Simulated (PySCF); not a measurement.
Predicted microwave data (wB97X-D/def2-SVPD in PySCF (dipole) on a GFN2-xTB geometry, gas phase) for one isomer of C4H5F3N2:

```
Rotational constants : A = 3340, B = 1150, C = 1018 MHz
Dipole components    : |μa| = 4.27 D, |μb| = 1.62 D, |μc| = 0.58 D
Inertial defect      : -94.39 u·Å²
κ                    : -0.89
```

Question: Which structure is it? (One computed conformer of each.)
A. `FC(F)(F)C1=NNCC1`
B. `[CH2:1]=[CH:2]/[C:3](=[N:4]\[NH2:5])[C:6]([F:7])([F:8])[F:9]` with C1–C2–C3–N4 178°, C3–N4–N5–H -12° and -169°

Answer: A. It is FC(F)(F)C1=NNCC1, an asymmetric top. The candidates at the same level (rigid rotor, commonest isotopes):

| SMILES | A (MHz) | B (MHz) | C (MHz) | μa (D) | μb (D) | μc (D) | Δ (u·Å²) | point group | rotor |
| --- | --- | --- | --- | --- | --- | --- | --- | --- | --- |
| C=C/C(=N\N)C(F)(F)F | 2069 | 1523 | 1035 | 4.09 | 2.03 | 0.43 | -87.86 | near Cs | asymmetric top |
| FC(F)(F)C1=NNCC1 | 3340 | 1150 | 1018 | 4.27 | 1.62 | 0.58 | -94.39 | near Cs | asymmetric top |

`C=C/C(=N\N)C(F)(F)F` has A 38 % too low. No structure here is proved a minimum.
